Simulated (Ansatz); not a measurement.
CBr3Cl, singlet, geometry from GFN2-xTB; PBE0/def2-TZVPD in Ansatz (a first-principles code).

Input for Ansatz:
Ansatz 0.2 input:
```yaml
crystal:
  periodic: [false, false, false]
  atoms:
    - {symbol: Cl, position_ang: [1.99571880, -0.60033297, -0.24516768]}
    - {symbol: C, position_ang: [0.30868715, -0.09285630, -0.03792123]}
    - {symbol: Br, position_ang: [0.12327873, 1.81449144, -0.37288019]}
    - {symbol: Br, position_ang: [-0.29679616, -0.45884699, 1.77425702]}
    - {symbol: Br, position_ang: [-0.84874950, -1.04813593, -1.27579459]}
basis:
  gaussian:
    orbitals: def2-TZVPD
hamiltonian:
  xc: pbe0
```

Task: What does Ansatz print? Leave out banner, timings and long lists.

Result: 
```
Functional definition: PBE0
1898 factors; their error is unknown
mean field evaluation 1: about -223667.8990 eV, gradient 1.1e1 eV
mean field evaluation 2: about -223668.0283 eV, gradient 6.2e0 eV
mean field evaluation 4: about -223668.0777 eV, gradient 1.4e0 eV
mean field evaluation 8: about -223669.0504 eV, gradient 1.9e-1 eV
mean field evaluation 16: about -223669.0504 eV, gradient 5.2e-5 eV
mean field -223669.05041392 eV, -8219.6859943838 hartree, gradient 5.2e-5 eV, S^2 0.000000; 0 other end points of the search recorded, 0 dependent functions left out
reference -223669.05046410 eV, -8219.6859962281 hartree; 64, 64 occupied and 190, 190 virtual orbitals, 1898 factors
Total energy: -223669.05046410 eV, -8219.6859962281 hartree
```
